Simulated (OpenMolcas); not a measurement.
# Ionisation energies of carbon

- Program: OpenMolcas
- Basis: ANO-RCC-VQZP [5s4p3d2f1g]
- Scalar Hamiltonian: DKH2, point nucleus
- Spin-orbit coupling: RASSI with atomic mean-field integrals over the reference wave functions, term energies averaged over their components

Active shells in each charge state: the valence s, p shells, with orbitals averaged over the low states. Where CASPT2's correlated closed shells are named, they are those of the first ion.

A. CASSCF
B. SS-CASPT2, IPEA 0.25 Eh, imaginary shift 0.1 Eh (closed shells correlated: 1s)
C. SS-CASPT2, IPEA 0 Eh, imaginary shift 0.1 Eh (closed shells correlated: 1s)
D. SS-CASPT2, IPEA 0.25 Eh, imaginary shift 0.1 Eh (closed shells correlated: none)

Energies in eV between the lowest computed levels, named as in B; reference values from the NIST Atomic Spectra Database with their kind.

```
             From                 To       A       B       C       D  Spin-orbit share in B          Reference
    C 2s2 2p2 3P0  C+ 2s2 2p 2P* 1/2  10.138  11.060  11.162  11.024                 -0.001  11.260 (measured)
C+ 2s2 2p 2P* 1/2        C2+ 2s2 1S0  23.206  24.166  24.250  24.105                 +0.005  24.383 (measured)
      C2+ 2s2 1S0      C3+ 2s 2S 1/2  47.770  47.830  47.830  47.834                 +0.000  47.888 (measured)
    C3+ 2s 2S 1/2        C4+ 1s2 1S0  64.365  64.417  64.417  64.365                 +0.000  64.494 (measured)
```

Steps that some method lacks are left out, and so are those with a state whose active s or d shell is doubly occupied in every root (s and p with five to eight electrons, d10) over a frozen core shell of the same l, since the two then mix freely.

Error against the reference values, in %:

```csv
From,Reference,A,B,C,D
C,measured,-10.0,-1.8,-0.9,-2.1
C+,measured,-4.8,-0.9,-0.5,-1.1
C2+,measured,-0.2,-0.1,-0.1,-0.1
C3+,measured,-0.2,-0.1,-0.1,-0.2
```

Mean absolute error over the 4 measured values: A 0.64 eV, B 0.14 eV, C 0.09 eV, D 0.17 eV. C lies closest.

* marks odd parity.
